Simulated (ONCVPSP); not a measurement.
Building the ONCV potential for Ni (LDA (Perdew-Zunger), scalar-relativistic).

nickel (Ni), optimised norm-conserving Vanderbilt (ONCV), made with ONCVPSP 4.0.1 (LDA (Perdew-Zunger), scalar-relativistic). Core [Ne] 3s2, reference 3p6 3d8 4s1.5 4p0.5. Waves: 4s: rc 1.75 bohr, ncon 4, nbas 8, qcut 2.9 1/bohr, 2 projectors, debl 1.4 Ha; 3p+4p: rc 1.25 bohr, ncon 4, nbas 7, qcut 11.9 1/bohr, 2 projectors; 3d: rc 0.95 bohr, ncon 3, nbas 7, qcut 16.9 1/bohr, 2 projectors, debl 2.2 Ha. Local part: polynomial inside 0.90 bohr (lpopt 5, dvloc0 0 Ha). Core correction: Teter function fitted to the true core (icmod 2), fcfact 0.45.

All-electron outer shells of the reference configuration (LDA (Perdew-Zunger), scalar-relativistic, ld1.x):

```tsv
shell	level (eV)	outermost node (bohr)	outermost maximum (bohr)
2p	-845.15	–	0.16
3s	-111.53	0.30	0.64
3p	-72.29	0.27	0.65
3d	-10.14	–	0.63
4s	-6.53	0.92	2.21
4p	-1.85	1.00	3.06
```

**Question.** Does the generator finish with these settings?

**Answer.** Yes, a potential is produced and its reference levels are reproduced.

**Question.** Estimate the cutoffs (Ha) at which the residual kinetic energy of the hardest occupied pseudo-wave falls to 1 and 0.1 mHa per electron.

**Answer.** 104 Ha and 118 Ha.

**Question.** Does the potential have ghost states?

**Answer.** Ghosts flagged at negative energy: s at -61.5 eV; no localised positive-energy state flagged. A true bound ghost makes a file unfit for plane-wave use.

**Question.** Which valence shell sets the plane-wave cutoff?

**Answer.** 3d: 104 Ha for 1 mHa per electron, against 43 Ha for 3p.

**Question.** Tests: 3p6 3d8 4s2 4p0; 3p6 3d8 4s1 4p0; 3p6 3d8 4s0 4p0; 3p6 3d8.5 4s1.5 4p0. Which has the largest error in its energy relative to the reference configuration, and how large is it?

**Answer.** 3p6 3d8 4s0 4p0, with -25 meV (all-electron minus pseudo) on +24.96 eV.
